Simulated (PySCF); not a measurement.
Numbering as in the mapped SMILES `[CH3:1][B-:2]([CH3:3])([CH3:4])[P+:5]([F:6])([F:7])[PH2:8]`. Each H is labelled by its parent atom.

Averaged over atoms made equivalent by symmetry, fast rotation or ring inversion, relativity neglected, isolated molecule, one computed conformer. σ from GIAO-PBE0/pcSseg-1; PBE0-D3(BJ)/def2-SVP geometry; PySCF 2.14.0 with density-fitted response routines.

δ = σ(ref) − σ, references computed at the same level: ¹³C, ¹H vs TMS; ¹¹B against BF3·OEt2; ³¹P vs H3PO4; ¹⁹F vs CFCl3.

| atoms | nucleus | count | δ (ppm) |
| --- | --- | --- | --- |
| H(C1)/H(C3)/H(C4) | ¹H | 9 | -0.08 |
| P8 | ³¹P | 1 | ? |
| F6/F7 | ¹⁹F | 2 | ? |
| B2 | ¹¹B | 1 | -18.9 |
| H(P8) | ¹H | 2 | 3.11 |
| P5 | ³¹P | 1 | 244.9 |
| C1/C3/C4 | ¹³C | 3 | 5.6 |

Estimate the values marked ?.

Answers


- P8: -229.3 ppm, phosphorus bonded to P, 2 H
- F6/F7: -104.1 ppm, fluorine bonded to P

A carbon bonded to boron is broadened by the quadrupolar boron nucleus and is often missing from a measured spectrum. Shifts are as computed. Against solution values, carbons near 30 ppm lie about +2 ppm off and those near 130 ppm about +5 ppm (rms about the fit 1.9 ppm; single classes can miss by 10 ppm). Of 1328 compounds with measured shifts, 309 miss one by over three times the rms of a fit or turn the order of signals round; such compounds aren't used in these exercises. Signals without a measured value on file couldn't be tested in this way; 1H shifts scatter by 0.2 ppm about their fit, and single ones miss by 0.5 ppm. Unscaled 19F shifts against computed CFCl3 carry errors that often reach 10 to 50 ppm. Experimental scales use liquid or dissolved standards, which lie at an offset from isolated H3PO4.
